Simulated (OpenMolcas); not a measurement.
# Lines of Se2+: computed and rescaled rates

- Program: OpenMolcas
- Method: SS-CASPT2, IPEA 0.25 Eh, imaginary shift 0.1 Eh (closed shells correlated: 3d 4s)
- Basis: ANO-RCC-VQZP [7s6p4d2f1g]
- Scalar Hamiltonian: DKH2, point nucleus
- Active space: 2 electrons in 3 orbitals (4p)
- State averaging: 2S+1 = 3 even, 3 roots; 2S+1 = 1 even, 6 roots
- Spin-orbit coupling: state interaction with AMFI integrals over the reference wave functions, term energies averaged over their components

Rates come from the transition moments of the reference wave functions (E1 and E2 in the length form). At fixed line strength A goes as λ^-3 for E1 and M1 and as λ^-5 for E2, so a rate at the computed wavelength can be rescaled to the measured one. Measured vacuum wavelengths follow from level energies in Moore, Atomic Energy Levels, vol. II, NSRDS-NBS 35 (1971 reprint of NBS Circular 467, 1952). Branching counts decays inside the model space alone, at computed energies, and the table is only a selection of the M1 lines, drawn from those between levels with measured partners whose computed energy lies within a factor of 1.5 of the measured one.

| Upper | Lower | Type | λ computed (nm) | λ measured (nm) | A computed (s-1) | A rescaled (s-1) | Branching % |
| --- | --- | --- | --- | --- | --- | --- | --- |
| 4s2 4p2 3P1 | 4s2 4p2 3P0 | M1 | 6573 | 5744 | 6.28e-02 | 9.41e-02 | 100.0 |
| 4s2 4p2 3P2 | 4s2 4p2 3P1 | M1 | 4998 | 4554 | 1.05e-01 | 1.39e-01 | 99.9 |
| 4s2 4p2 1D2 | 4s2 4p2 3P2 | M1 | 1090 | 1100 | 9.67e-01 |  | 61.3 |
| 4s2 4p2 1D2 | 4s2 4p2 3P1 | M1 | 895.1 | 885.7 | 6.02e-01 |  | 38.2 |

Spin-changing lines and M1 lines between different terms are not rescaled, since their strength hangs on the term gaps too.

The largest correction is for 4s2 4p2 3P1 → 4s2 4p2 3P0 (M1): 6.28e-02 × (6573 / 5744)^3 = 9.41e-02 s-1, a factor of 1.50.

No measured rate stands beside these. Rescaling mends the energy factor alone: line strengths can still be far off where a level mixes with configurations outside the active space, and weak or spin-changing lines hang on small mixing coefficients that depend on the term gaps too, so rescaling need not improve them.

CASPT2 does not keep the components of a term degenerate, so their means are used; among the terms shown or strongly mixed into the levels shown the widest spread is 100 cm-1 (4s2 4p2 1D). With the s shell closed, the reference lacks s² → p² mixing. Computed and measured levels are paired by configuration, term and J; levels that our copy of the source lacks, or whose pairing is in doubt (as where it misses far off the trend of its configuration), stay unpaired. Only configurations of the active space appear.
